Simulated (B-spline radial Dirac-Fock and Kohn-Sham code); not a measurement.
Method: Dirac-Fock (average of configuration) total-energy differences with a finite nucleus, the Breit interaction including its frequency dependence, and self-energy and vacuum-polarisation corrections. Computed with a radial B-spline solver. Electron correlation is not included.

Q: Identify the element and charge state from the binding energies below (tabulated ground configuration; the least bound level is included).

```tsv
level	binding energy (eV)
1s	60886.2
2s	11610.8
2p1/2	11108.8
3s	3739.4
3d5/2	2901.5
4s	1698.2
4p	1562.8
```

A: Tm³⁵⁺: Z = 69 with 34 electrons, [Ar] 3d10 4s2 4p4. The hydrogen-like estimate √(E/Ry) = 66.9 for the K level lies 2.1 below Z (screening lowers it, relativity raises it); the outermost level, at 1562.8 eV, fixes the charge.

Q: Identify the element and charge state from the binding energies below (tabulated ground configuration; the least bound level is included).

```tsv
level	binding energy (eV)
L3	4852.8
M2	1070.4
N2	232.4
N3	220.0
N5	129.5
O1	77.80
O2,3	64.43
```

A: Xe⁵⁺: Z = 54 with 49 electrons, [Kr] 4d10 5s2 5p1.
